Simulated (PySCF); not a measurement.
Nuclear quadrupole coupling in SiH(OAc)3

Compound: SiH(OAc)3, C6H10O6Si.
Geometry (PBE0-D3(BJ)/def2-SVP, Å), atoms numbered from 1 in this order:
```
atom  x, y, z in Å
Si1    0.0043    0.0066    0.5266
H2     0.0282   -0.0270    1.9899
O3     1.5271    0.1287   -0.1895
C4     2.3544    1.0955    0.2523
C5     3.7090    1.0218   -0.3746
O6     1.9937    1.9058    1.0657
H7     4.3369    1.8399   -0.0061
H8     3.6130    1.0736   -1.4689
H9     4.1677    0.0509   -0.1360
O10   -0.8713    1.2936   -0.1260
C11   -2.1329    1.4694    0.3114
C12   -2.7873    2.6706   -0.2904
O13   -2.6338    0.7107    1.1006
H14   -3.8112    2.7671    0.0865
H15   -2.7896    2.5768   -1.3862
H16   -2.2016    3.5683   -0.0442
O17   -0.6776   -1.3584   -0.1943
C18   -0.2236   -2.5653    0.1940
C19   -0.9625   -3.6922   -0.4523
O20    0.6826   -2.6710    0.9795
H21   -0.5491   -4.6506   -0.1206
H22   -0.8896   -3.6005   -1.5458
H23   -2.0295   -3.6247   -0.1935
```

Field gradients from the PBE0/pcSseg-1 density (PySCF, non-relativistic), principal values in atomic units, ordered |Vxx| ≤ |Vyy| ≤ |Vzz|:

```
atom      Vxx      Vyy      Vzz
  O3  -0.6045  -0.7608   1.3653
  O6   0.6309   0.9883  -1.6192
 O10  -0.6236  -0.7393   1.3630
 O13   0.6333   0.9829  -1.6162
 O17  -0.6150  -0.7512   1.3661
 O20   0.6334   0.9852  -1.6186
```

Task: Find the asymmetry η = (Vxx − Vyy)/Vzz and the couplings χ = eQV/h (234.96 MHz × Q in barn × V in au), with Q(17O) = −0.0256 b.

Result: 
```json
{"atom": "O3", "environment": "oxygen bonded to C and Si", "nucleus": "17O", "η": "0.11", "χzz (MHz)": "-8.21", "χxx (MHz)": "3.64", "χyy (MHz)": "4.58"}
{"atom": "O6", "environment": "oxygen bonded to C", "nucleus": "17O", "η": "0.22", "χzz (MHz)": "9.74", "χxx (MHz)": "-3.79", "χyy (MHz)": "-5.94"}
{"atom": "O10", "environment": "oxygen bonded to C and Si", "nucleus": "17O", "η": "0.08", "χzz (MHz)": "-8.20", "χxx (MHz)": "3.75", "χyy (MHz)": "4.45"}
{"atom": "O13", "environment": "oxygen bonded to C", "nucleus": "17O", "η": "0.22", "χzz (MHz)": "9.72", "χxx (MHz)": "-3.81", "χyy (MHz)": "-5.91"}
{"atom": "O17", "environment": "oxygen bonded to C and Si", "nucleus": "17O", "η": "0.10", "χzz (MHz)": "-8.22", "χxx (MHz)": "3.70", "χyy (MHz)": "4.52"}
{"atom": "O20", "environment": "oxygen bonded to C", "nucleus": "17O", "η": "0.22", "χzz (MHz)": "9.74", "χxx (MHz)": "-3.81", "χyy (MHz)": "-5.93"}
```

Task: What is Vzz at O13 in SI units (1 au = 9.71736 × 10²¹ V/m²)?

Result: -1.6162 au = -15.705 × 10²¹ V/m².

Task: And the gradient at the other heavy atoms, for which no coupling is worked out here?

Result: 
```csv
atom,environment,Vzz (au),η
Si1,silicon bonded to 3 O and H,-0.639,0.01
C4,carbon bonded to C and 2 O,-0.439,0.89
C5,carbon bonded to C and 3 H,0.099,0.54
C11,carbon bonded to C and 2 O,-0.439,0.90
C12,carbon bonded to C and 3 H,0.099,0.54
C18,carbon bonded to C and 2 O,-0.439,0.90
C19,carbon bonded to C and 3 H,0.099,0.54
```

Were the hydrogens deuterons (Q(2H) = 0.00286 b), χzz would run from 103 kHz (H2) to 199 kHz (H7, H21 and H14).

Isolated species at its PBE0-D3(BJ)/def2-SVP geometry (one conformer only). With so small a basis the couplings can be 20 % off.
